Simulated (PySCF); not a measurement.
Compound: C₆H₁₄NPS.
Bonds: C1–N2, N2–P3 (double), P3–C4, P3–C5, C5–C6, C6–S7, S7–C8, C8–C9, P3–C9. Hydrogens: H10, H11, H12 on C1; H13, H14, H15 on C4; H16, H17 on C5; H18, H19 on C6; H20, H21 on C8; H22, H23 on C9.

NICS = −σ at a ghost point: NICS(0) at the centroid of the ring atoms, NICS(1) 1 Å to either side along the normal of their mean plane, zz for the tensor component along that normal. Level: GIAO PBE0/pcSseg-1 (PySCF, non-relativistic, gas phase) on the GFN2-xTB geometry, one conformer.

Ring bond lengths (Å), with Mayer bond orders in brackets: P3–C5 1.868 (0.86), C5–C6 1.517 (1.00), C6–S7 1.819 (1.01), S7–C8 1.819 (1.00), C8–C9 1.517 (1.01), C9–P3 1.827 (0.94).

Q: Give the NICS values of each ring in ppm.

A: 
```json
{"ring": "P3–C5–C6–S7–C8–C9", "type": "6-membered ring with P and S; formal bonds all single", "NICS(0)": "-2.6", "NICS(1), two faces": "-2.1 / -2.1", "NICS(1)zz, two faces": "4.6 / 4.8", "rms pucker (Å)": "0.32", "centre to ring atoms, mean (Å)": "1.64"}
```

Q: What do they say, and how far can they be read as aromaticity?

A: 
- P3–C5–C6–S7–C8–C9: mean NICS(1)zz 4.7 ppm, deshielded. P3, C5, C6, C8, C9 have four or more neighbours, so the value isn't read as a sign of a π ring current.

Q: List the ring angles and the Hirshfeld charges of the ring atoms.

A: 
- P3–C5–C6–S7–C8–C9: P3 102.7° (+0.406 e), C5 107.0° (-0.125 e), C6 111.4° (-0.076 e), S7 99.3° (-0.019 e), C8 111.6° (-0.072 e), C9 109.0° (-0.116 e); sum 641.1° against 720° for a flat convex ring.

Q: How shielded are the nuclei of the rings and their hydrogens (means over atoms taken as equivalent)?

A: 
```json
{"atoms": "P3", "environment": "phosphorus bonded to 3 C and N", "σ isotropic (ppm)": "347.9"}
{"atoms": "C5 (×2)", "environment": "sp3 carbon bound to phosphorus", "σ isotropic (ppm)": "151.2"}
{"atoms": "C6 (×2)", "environment": "sp3 carbon bound to sulfur", "σ isotropic (ppm)": "155.9"}
{"atoms": "S7", "environment": "sulfide sulfur", "σ isotropic (ppm)": "478.4"}
{"atoms": "H16 (×2)", "environment": "methylene hydrogen", "σ isotropic (ppm)": "29.62"}
{"atoms": "H17 (×2)", "environment": "methylene hydrogen", "σ isotropic (ppm)": "30.21"}
{"atoms": "H18 (×2)", "environment": "methylene hydrogen", "σ isotropic (ppm)": "29.33"}
{"atoms": "H19 (×2)", "environment": "methylene hydrogen", "σ isotropic (ppm)": "28.01"}
```

Rough CPU time on one thread of a shared machine: about 2.5 min. This is the whole shielding run at PBE0/pcSseg-1, SCF included.
